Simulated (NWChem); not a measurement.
**Atomisation of aminoborane (H4BN)**

```xyz
6

B      0.0000     0.0000     0.7778
N      0.0000     0.0000    -0.6119
H     -1.0551     0.0000     1.3661
H      1.0551     0.0000     1.3661
H      0.8471     0.0000    -1.1691
H     -0.8471     0.0000    -1.1691
```
Charge 0, spin multiplicity 1.

All runs are NWChem calculations. Structure: optimised with B3LYP/def2-SVP, a minimum by its harmonic frequencies. It is one conformer; others weren't searched.

Basis set: def2-TZVP. The atomisation energy is electronic alone: no zero-point, thermal, spin-orbit or counterpoise terms. No value is extrapolated to the basis-set limit. Free atoms are single determinants with multiplicities B 2, N 4, H 2. Correlated methods freeze the same cores in atoms and molecule, 2 orbitals in all.

B3LYP has NWChem's definition, with VWN1-RPA local correlation. The stability of the SCF solutions was not checked. Open-shell Hartree-Fock references start from PBE0 orbitals. No row is a measurement; the coupled-cluster row has its own basis-set and correlation limits.

| method | atomisation energy (kcal/mol) |
|---|---|
| HF | 371.9 |
| PBE0 | 499.8 |
| LDA (SVWN5) | 564.1 |
| B3LYP | … |
| PBE | … |
| TPSS | 506.7 |
| MP2 | 483.6 |
| M06-2X | 502.1 |
| CAM-B3LYP | 507.3 |
| CCSD(T) | … |

### Question
Some entries are withheld; supply them.

### Answer

- B3LYP, atomisation energy (kcal/mol): 505.0
- PBE, atomisation energy (kcal/mol): 507.6
- CCSD(T), atomisation energy (kcal/mol): 481.0
